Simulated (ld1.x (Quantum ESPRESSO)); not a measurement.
u(r) = r·R(r): atom against pseudo-atom (vanadium (V))

Columns: radius, all-electron u(r) and pseudo u(r) of the 3p shell (level -51.65 eV) of vanadium in the configuration [Ne] 3s2 3p6 3d3 4s1 4p0; PBE, scalar-relativistic, TM scheme, ld1.x (Quantum ESPRESSO) 7.5.

| r (bohr) | all-electron | pseudo |
| --- | --- | --- |
| 0.132 | 0.5227 | -0.0606 |
| 0.265 | 0.3365 | -0.2333 |
| 0.398 | -0.2108 | -0.4839 |
| 0.530 | -0.6755 | -0.7514 |
| 0.663 | -0.9542 | -0.9632 |
| 0.795 | -1.0613 | -1.0614 |
| 0.928 | -1.0522 | -1.0522 |
| 1.060 | -0.9762 | -0.9762 |
| 1.193 | -0.8678 | -0.8678 |
| 1.325 | -0.7507 | -0.7507 |
| 1.458 | -0.6361 | -0.6361 |
| 1.590 | -0.5320 | -0.5320 |
| 1.723 | -0.4397 | -0.4397 |
| 1.855 | -0.3610 | -0.3610 |
| 1.988 | -0.2941 | -0.2941 |
| 2.120 | -0.2388 | -0.2388 |
| 2.252 | -0.1931 | -0.1931 |
| 2.385 | -0.1554 | -0.1554 |
| 2.518 | -0.1247 | -0.1247 |
| 2.650 | -0.1000 | -0.1000 |
| 2.782 | -0.0800 | -0.0800 |
| 2.915 | -0.0638 | -0.0638 |
| 3.048 | -0.0507 | -0.0507 |
| 3.180 | -0.0404 | -0.0404 |
| 3.312 | -0.0321 | -0.0321 |
| 3.445 | -0.0254 | -0.0254 |

Problem. How many radial nodes do the two functions have?

Solution. The all-electron 3p function has n − l − 1 = 1; the pseudo-wave has 0, since the states of the same l below it are removed with the core.

Problem. At about which radius was the pseudo-wave matched?

Solution. 0.95 bohr. The columns agree to 0.0005 from 0.80 bohr on; several derivatives are matched, so the curves merge somewhat inside the radius.

Problem. Is the pseudo-wave norm-conserving?

Solution. Yes: the TM scheme keeps the norm inside the radius equal to the all-electron one, which fixes the energy derivative of the logarithmic derivative at the level.
